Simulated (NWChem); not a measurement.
**Polarisability of arsine (H₃As)**

```xyz
4

As     0.0010     0.0726     0.0000
H     -0.6465    -0.7900     1.1000
H     -0.6465    -0.7900    -1.1000
H      1.2585    -0.8174     0.0000
```
Charge 0, spin multiplicity 1.

The numbers come from NWChem runs, not from measurements. All single points use one geometry, from PBE/def2-SVP, a minimum by its harmonic frequencies.

Basis set: aug-cc-pVDZ. Static limit.

The Hamiltonian is non-relativistic. The correlated methods keep 9 core orbitals frozen. B3LYP has NWChem's definition, with VWN1-RPA local correlation. Coupled-cluster values serve here as a point of comparison, not as the truth.

```json
[
 {"method": "PBE", "isotropic polarisability (bohr³)": "?"},
 {"method": "HF", "isotropic polarisability (bohr³)": "35.03"},
 {"method": "BHandHLYP", "isotropic polarisability (bohr³)": "35.28"},
 {"method": "B3LYP", "isotropic polarisability (bohr³)": "35.98"},
 {"method": "CCSD linear response", "isotropic polarisability (bohr³)": "?"}
]
```

Q: Complete the blanks.

A: 
- PBE, isotropic polarisability (bohr³): 36.58
- CCSD linear response, isotropic polarisability (bohr³): 35.81
